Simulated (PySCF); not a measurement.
Si(H)(Me)2(Ph), SMILES C[SiH](C)c1ccccc1, GFN2-xTB optimised geometry.

```
21

Si     1.01    -2.73     0.00
C      0.36    -3.62     1.56
C      0.36    -3.62    -1.56
C      0.40    -0.94     0.00
C      1.29     0.13     0.01
C      0.84     1.44     0.01
C     -0.51     1.71     0.00
C     -1.42     0.66    -0.01
C     -0.96    -0.64    -0.01
H      2.48    -2.73     0.00
H      0.68    -4.65     1.58
H     -0.73    -3.61     1.59
H      0.72    -3.14     2.46
H     -0.73    -3.63    -1.59
H      0.69    -4.65    -1.59
H      0.71    -3.13    -2.46
H      2.35    -0.07     0.01
H      1.56     2.25     0.01
H     -0.87     2.73     0.00
H     -2.48     0.86    -0.01
H     -1.68    -1.45    -0.01
```

Density from PBE0/def2-SVP (PySCF 2.14.0) at that geometry.

Minimum of the electron density along straight lines between bonded atoms, close to the bond critical point (lines longer than 1.1 times the sum of covalent radii, or with two minima, are not listed):

```json
[
 {"bond": "Si1–C2", "length / Å": "1.904", "ρ at the minimum / e bohr⁻³": "0.110", "∇²ρ there / e bohr⁻⁵": "0.31", "position (fraction from the first atom)": "0.38"},
 {"bond": "Si1–C3", "length / Å": "1.904", "ρ at the minimum / e bohr⁻³": "0.110", "∇²ρ there / e bohr⁻⁵": "0.31", "position (fraction from the first atom)": "0.38"},
 {"bond": "Si1–C4", "length / Å": "1.895", "ρ at the minimum / e bohr⁻³": "0.112", "∇²ρ there / e bohr⁻⁵": "0.33", "position (fraction from the first atom)": "0.38"},
 {"bond": "C4–C5", "length / Å": "1.391", "ρ at the minimum / e bohr⁻³": "0.307", "∇²ρ there / e bohr⁻⁵": "-0.77", "position (fraction from the first atom)": "0.50"},
 {"bond": "C5–C6", "length / Å": "1.383", "ρ at the minimum / e bohr⁻³": "0.313", "∇²ρ there / e bohr⁻⁵": "-0.81", "position (fraction from the first atom)": "0.50"},
 {"bond": "C6–C7", "length / Å": "1.384", "ρ at the minimum / e bohr⁻³": "0.312", "∇²ρ there / e bohr⁻⁵": "-0.80", "position (fraction from the first atom)": "0.50"},
 {"bond": "C7–C8", "length / Å": "1.385", "ρ at the minimum / e bohr⁻³": "0.312", "∇²ρ there / e bohr⁻⁵": "-0.80", "position (fraction from the first atom)": "0.50"},
 {"bond": "C4–C9", "length / Å": "1.392", "ρ at the minimum / e bohr⁻³": "0.306", "∇²ρ there / e bohr⁻⁵": "-0.76", "position (fraction from the first atom)": "0.50"},
 {"bond": "C8–C9", "length / Å": "1.383", "ρ at the minimum / e bohr⁻³": "0.313", "∇²ρ there / e bohr⁻⁵": "-0.80", "position (fraction from the first atom)": "0.50"},
 {"bond": "Si1–H10", "length / Å": "1.474", "ρ at the minimum / e bohr⁻³": "0.115", "∇²ρ there / e bohr⁻⁵": "0.31", "position (fraction from the first atom)": "0.49"},
 {"bond": "C2–H11", "length / Å": "1.086", "ρ at the minimum / e bohr⁻³": "0.271", "∇²ρ there / e bohr⁻⁵": "-0.97", "position (fraction from the first atom)": "0.62"},
 {"bond": "C2–H12", "length / Å": "1.086", "ρ at the minimum / e bohr⁻³": "0.271", "∇²ρ there / e bohr⁻⁵": "-0.96", "position (fraction from the first atom)": "0.62"},
 {"bond": "C2–H13", "length / Å": "1.086", "ρ at the minimum / e bohr⁻³": "0.272", "∇²ρ there / e bohr⁻⁵": "-0.97", "position (fraction from the first atom)": "0.63"},
 {"bond": "C3–H14", "length / Å": "1.086", "ρ at the minimum / e bohr⁻³": "0.271", "∇²ρ there / e bohr⁻⁵": "-0.96", "position (fraction from the first atom)": "0.62"},
 {"bond": "C3–H15", "length / Å": "1.086", "ρ at the minimum / e bohr⁻³": "0.271", "∇²ρ there / e bohr⁻⁵": "-0.97", "position (fraction from the first atom)": "0.62"},
 {"bond": "C3–H16", "length / Å": "1.086", "ρ at the minimum / e bohr⁻³": "0.272", "∇²ρ there / e bohr⁻⁵": "-0.97", "position (fraction from the first atom)": "0.63"},
 {"bond": "C5–H17", "length / Å": "1.081", "ρ at the minimum / e bohr⁻³": "0.284", "∇²ρ there / e bohr⁻⁵": "-1.08", "position (fraction from the first atom)": "0.63"},
 {"bond": "C6–H18", "length / Å": "1.081", "ρ at the minimum / e bohr⁻³": "0.283", "∇²ρ there / e bohr⁻⁵": "-1.07", "position (fraction from the first atom)": "0.63"},
 {"bond": "C7–H19", "length / Å": "1.081", "ρ at the minimum / e bohr⁻³": "0.283", "∇²ρ there / e bohr⁻⁵": "-1.08", "position (fraction from the first atom)": "0.63"},
 {"bond": "C8–H20", "length / Å": "1.081", "ρ at the minimum / e bohr⁻³": "0.283", "∇²ρ there / e bohr⁻⁵": "-1.07", "position (fraction from the first atom)": "0.63"},
 {"bond": "C9–H21", "length / Å": "1.081", "ρ at the minimum / e bohr⁻³": "0.283", "∇²ρ there / e bohr⁻⁵": "-1.07", "position (fraction from the first atom)": "0.63"}
]
```
